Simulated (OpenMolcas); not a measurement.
O4+: effect of the active space

| Property | Result |
| --- | --- |
| Program | OpenMolcas |
| Method | CASSCF or its RAS form |
| Basis | ANO-RCC-VTZP |
| Scalar Hamiltonian | DKH2, point nucleus |
| Spin-orbit coupling | state interaction with AMFI integrals over the reference wave functions, term energies averaged over their components |

A. 2 electrons in 4 orbitals (2s 2p); 2S+1 = 3 even, 3 roots; 2S+1 = 1 even, 7 roots; 2S+1 = 3 odd, 3 roots; 2S+1 = 1 odd, 3 roots; cost about 10 core-seconds
B. 2 electrons in 8 orbitals (2s 2p 3s 3p); 2S+1 = 3 even, 3 roots; 2S+1 = 1 even, 7 roots; 2S+1 = 3 odd, 3 roots; 2S+1 = 1 odd, 3 roots; cost of the order of 14 core-seconds
C. 2 electrons in 9 orbitals (RAS2 2s 2p; RAS3 3d, at most 2 electrons); 2S+1 = 3 even, 3 roots; 2S+1 = 1 even, 7 roots; 2S+1 = 3 odd, 3 roots; 2S+1 = 1 odd, 3 roots; cost of the order of 18 core-seconds

Energies in cm-1 above 2s2 1S0, the measured ground level; measured values from Moore, Selected Tables of Atomic Spectra, NSRDS-NBS 3, section 9.

| Level | A | B | C | Measured |
| --- | --- | --- | --- | --- |
| 2s2 1S0 | 0.0 | 0.0 | 0.0 | 0.0 |
| 2s 2p 3P* 0 | 82778 | 82980 | 81852 | 81942 |
| 2s 2p 3P* 1 | 82926 | 83128 | 81999 | 82079 |
| 2s 2p 3P* 2 | 83222 | 83424 | 82295 | 82385 |
| 2s 2p 1P* 1 | 170958 | 170495 | 161972 | 158798 |
| 2p2 3P0 | 215652 | 215764 | 214704 | 213462 |
| 2p2 3P1 | 215800 | 215911 | 214851 | 213618 |
| 2p2 3P2 | 216089 | 216200 | 215140 | 213887 |
| 2p2 1D2 | 242322 | 242148 | 234575 | 231721 |
| 2p2 1S0 | 302171 | 298755 | 295935 | 287910 |

Deviations, from unrounded energies. A percentage is the sum of absolute deviations over the sum of measured energies, with the sign that they share, or ± where signs differ.

```tsv
Against measurement	Levels	A	B	C
mean absolute deviation (cm-1)	9	5100	4800	2000
other configurations (%)	9	+2.9	+2.7	±1.2
```

C lies closest to measurement on these levels and A furthest from it. The largest miss of C in the table is 2p2 1S0, by +8000 cm-1. The ranking rests on the paired levels alone, and a cruder setting can come out closer through cancelling errors.

Among A to C the level of the table that moves most is 2s 2p 1P* 1, by 9000 cm-1 (lowest in C, highest in A).

Active for correlation alone: 3p 3s; no level in the range computed is led by a configuration that fills them, so any true level of that kind is missing (holds for B). Active for correlation alone: 3d; no level in the range computed is led by a configuration that fills it, so any true level of that kind is missing (holds for C). Measured partners are found by configuration, term and J. A level has none where our copy of the source lacks it or the pairing is in doubt (some pairs that miss far off the trend of their configuration count as doubtful), and it then counts in no deviation. Only configurations of the active space appear.

* marks odd parity.
